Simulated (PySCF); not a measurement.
Potential energy curve for HI, singlet.

Calculation: CCSD(T) on UHF/def2-SVP, 4 core orbitals frozen, def2 effective core potentials past Kr (PySCF).

### Question
Relative to R = 1.61 Å, what are the energies at R = 1.21, 1.99, 2.44, 2.66 Å?

### Answer
74.3 kcal/mol at 1.21 Å, 18.8 kcal/mol at 1.99 Å, 49.7 kcal/mol at 2.44 Å, 60.6 kcal/mol at 2.66 Å.

The unrestricted determinant behind UCCSD(T) is spin-contaminated at 2.15 to 6.51 Å (<S²> up to 1.0, against 0.00 for a pure singlet).
